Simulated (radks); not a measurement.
Task: Spherical quantum dot in the effective-mass picture: electrons in a hard-walled sphere of radius 8.41, all in effective atomic units (hartree* = m*/eps^2 hartree, bohr* = eps/m* bohr), one dielectric constant everywhere. Calculated with a radial shooting solver with Libxc functionals: non-relativistic Kohn-Sham, LDA (Slater exchange, Perdew-Wang correlation), spin-polarised, spherical densities. Levels are named by radial order and angular momentum (1s, 1p, 1d, 2s, ...), and open shells are averaged over m. At N = 16 the configuration is 1s2 1p6 1d(up 5, down 3). Does electron 17 go into 1d down or 1f up or 1f down?

Result: Into 1d down. The total energies of the other choices lie higher by 0.0696 hartree* (1f up), 0.0801 hartree* (1f down).
